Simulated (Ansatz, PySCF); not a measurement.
B(Me)2(PH2) (C₂H₈BP), SMILES CB(C)P. Atoms are numbered in the order given.

```xyz
12

B      0.2352    -0.2990     0.2174
C      1.6240    -0.7879    -0.3390
H      1.7492    -1.8739    -0.1814
H      2.4175    -0.3116     0.2696
H      1.8294    -0.5563    -1.3947
C     -0.2736    -0.7909     1.6233
H     -0.7720    -1.7654     1.4463
H     -1.0198    -0.1416     2.1066
H      0.5464    -0.9935     2.3330
P     -0.7566     1.0285    -0.7358
H     -2.0942     0.6339    -0.4500
H     -0.6835     0.5246    -2.0648
```
Charge 0, spin multiplicity 1.

Geometry: B3LYP-D3(BJ)/def2-SVP. Other conformers were not sampled.

Two levels are set side by side: PBE-D3(BJ)/def2-SVP (Ansatz, a first-principles code) and B3LYP-D3(BJ)/def2-SVP (Ansatz). Each level has its own optimised geometry; the coordinates shown are those of the second. Frequencies come from the Hessian of PySCF at each geometry. Differences are taken from unrounded values.

```csv
quantity,B3LYP-D3(BJ)
mean bond length (Å),1.321
bond B1–C2 (Å),1.574
bond B1–C6 (Å),1.574
bond B1–P10 (Å),1.912
bond C2–H3 (Å),1.105
bond C2–H4 (Å),1.108
bond C2–H5 (Å),1.100
bond C6–H7 (Å),1.109
bond C6–H8 (Å),1.101
bond C6–H9 (Å),1.103
bond P10–H11 (Å),1.423
bond P10–H12 (Å),1.423
highest harmonic wavenumber (cm⁻¹),3117
mean harmonic wavenumber (cm⁻¹),1376
zero-point energy (kcal/mol),59.01
```

### Question
What does PBE-D3(BJ) give, and how far is it from B3LYP-D3(BJ)? (Estimate from the structure and the level; the computed values follow.)

### Answer

| quantity | PBE-D3(BJ) | PBE-D3(BJ) minus B3LYP-D3(BJ) |
|---|---|---|
| mean bond length (Å) | 1.327 | 0.006 |
| bond B1–C2 (Å) | 1.577 | 0.003 |
| bond B1–C6 (Å) | 1.577 | 0.003 |
| bond B1–P10 (Å) | 1.911 | -0.001 |
| bond C2–H3 (Å) | 1.112 | 0.007 |
| bond C2–H4 (Å) | 1.115 | 0.007 |
| bond C2–H5 (Å) | 1.107 | 0.007 |
| bond C6–H7 (Å) | 1.116 | 0.007 |
| bond C6–H8 (Å) | 1.108 | 0.007 |
| bond C6–H9 (Å) | 1.110 | 0.007 |
| bond P10–H11 (Å) | 1.434 | 0.011 |
| bond P10–H12 (Å) | 1.434 | 0.010 |
| highest harmonic wavenumber (cm⁻¹) | 3070 | -47 |
| mean harmonic wavenumber (cm⁻¹) | 1341 | -35 |
| zero-point energy (kcal/mol) | 57.49 | -1.51 |

GGA bonds tend to be longer and softer than those of functionals with exact exchange. Differences between two approximate levels are no errors against the true value.
